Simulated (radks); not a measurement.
The numbers below are computed, except where a source is named.
Spherical quantum dot in the effective-mass picture: electrons in a hard-walled sphere of radius 1.53, with a point charge +1 (a donor) at the centre, all in effective atomic units (hartree* = m*/eps^2 hartree, bohr* = eps/m* bohr), one dielectric constant everywhere. Level of theory: non-relativistic Kohn-Sham, PBEsol, spin-polarised, spherical densities (a radial shooting solver with Libxc functionals). Levels are named by radial order and angular momentum (1s, 1p, 1d, 2s, ...), and open shells are averaged over m. Results are scaled to m* = 0.031 and eps = 5.5, for which hartree* = 27.89 meV and bohr* = 9.389 nm.

N = 15, configuration 1s2 1p6 1d(up 5, down 2). This is the lowest configuration that the search found. Occupied and some empty levels:

level    occupation  eigenvalue (meV)  <r> (nm)
1s up             1            395.44     7.794
1s down           1            398.36     7.743
1p up             3            447.22     9.035
1p down           3            450.85     9.020
1d up             5            515.48     9.683
1d down           2            519.37     9.677
2s up             0            554.62     6.720
2s down           0            556.39     6.744
1f up             0            600.95     10.13
1f down           0            604.95     10.13
2p up             0            685.67     7.542
2p down           0            687.97     7.540

Energy (meV): total 4318.11, kinetic 2272.2, external -469.62, Hartree 2907.0, exchange-correlation -391.44.

Electron density:

r (nm)  n(r) (e/nm^3)
0.378        0.001186
1.45         0.001058
2.53         0.001089
3.60         0.001261
4.68         0.001550
5.75         0.001911
6.83         0.002260
7.90         0.002477
8.98         0.002442
10.1         0.002081
11.1         0.001448
12.2        0.0007238
13.3        0.0001876
14.3        2.356e-07
